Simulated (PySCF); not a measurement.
**GeI under electron impact: the energy ladder**

PBE in PySCF with def2-TZVPPD on every atom (core potentials on I), for the lowest determinant that a PBE0 search found; no spin–orbit coupling.

```json
{"species": "GeI", "state (unpaired electrons)": "doublet (π ↑)", "Re (Å)": "2.545", "ωe (cm⁻¹)": "235", "energy of the minimum from the neutral (eV)": "0.00", "De (eV)": "3.38", "dissociates to": "Ge + I"}
{"species": "GeI⁺", "state (unpaired electrons)": "singlet (closed shell)", "Re (Å)": "2.424", "ωe (cm⁻¹)": "291", "energy of the minimum from the neutral (eV)": "7.01", "De (eV)": "4.26", "dissociates to": "Ge⁺ + I"}
{"species": "GeI⁻", "state (unpaired electrons)": "triplet (π ↑↑)", "Re (Å)": "2.751", "ωe (cm⁻¹)": "161", "energy of the minimum from the neutral (eV)": "-1.49", "De (eV)": "1.61", "dissociates to": "Ge + I⁻"}
```

Q: Work out the lowest energy to break GeI into atoms, from its vibrational ground state.

A: D0 = De − ωe/2 = 3.38 − 0.01 = 3.37 eV (PBE/def2-TZVPPD).

Q: Work out the ionisation energy of the Ge atom at this level and the threshold of dissociative ionisation.

A: IE(Ge) = 7.01 + 4.26 − 3.38 = 7.89 eV, so Ge⁺ + I + e⁻ appears at D0 + IE(Ge) = 11.26 eV (PBE/def2-TZVPPD). The measured IE(Ge) is 7.899 eV (NIST ASD).

Q: Work out the electron affinity of the I atom and the threshold of dissociative attachment.

A: EA(I) = 3.38 − 1.61 − (-1.49) = 3.26 eV, so Ge + I⁻ needs D0 − EA(I) = 0.11 eV (PBE/def2-TZVPPD). The measured EA(I) is 3.059 eV.

Q: At which energy does ion-pair formation open?

A: Ge⁺ + I⁻ lies at D0 + IE(Ge) − EA(I) = 8.00 eV (PBE/def2-TZVPPD).

These are thermodynamic thresholds; the onsets seen under electron impact lie higher where the geometry changes, and cross-sections peak well above them.

These are scalar-relativistic numbers at best; spin–orbit coupling would shift them, the dissociation energy most. For an ion De counts to the pair picked by the measured ionisation energies or electron affinities, which need not be the lowest pair at this level. The highest Kohn–Sham level is positive in this anion. Much of that is self-interaction error, but it also means that the finite basis helps to hold the extra electron. States were picked by a PBE0 search and need not be the measured ground states.
